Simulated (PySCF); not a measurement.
C2H6N, SMILES [CH2]NC, multiplicity 2.

Coordinates come from a PBE-D3(BJ)/def2-TZVP optimisation. The isomer is the one that the SMILES or the coordinates give; other isomers of the formula were not compared.

Level of theory: PySCF with PBE-D3(BJ)/def2-TZVP.

No scaling factor is applied to the harmonic values.

```
mode  ν (cm⁻¹)  IR (km/mol)  moving atoms (share of kinetic energy)
----  --------  -----------  --------------------------------------
1          198          0.1                                  H 90 %
2          322         15.7                          H 79 %, N 16 %
3          378         17.8                  H 47 %, C 29 %, N 24 %
4          576         79.7                          H 75 %, C 24 %
5          624         81.3                          H 81 %, N 12 %
6          948          7.6                  C 50 %, H 35 %, N 14 %
7         1007          3.3                          H 83 %, C 15 %
8         1095          7.9                          H 75 %, C 20 %
9         1215          6.9                  H 50 %, C 26 %, N 24 %
10        1274         16.8                  H 40 %, N 32 %, C 28 %
11        1395          0.1                          H 87 %, C 11 %
12        1417          8.6                          H 83 %, C 13 %
13        1428         11.4                                  H 95 %
14        1446          3.0                                  H 88 %
15        1485         21.5                  H 71 %, N 19 %, C 10 %
16        2896        101.7                                  H 95 %
17        2994         32.1                                  H 93 %
18        3049         19.8                           H 91 %, C 9 %
19        3078         12.5                                  H 96 %
20        3190         12.4                          H 89 %, C 11 %
21        3487          7.1                                  H 93 %
```
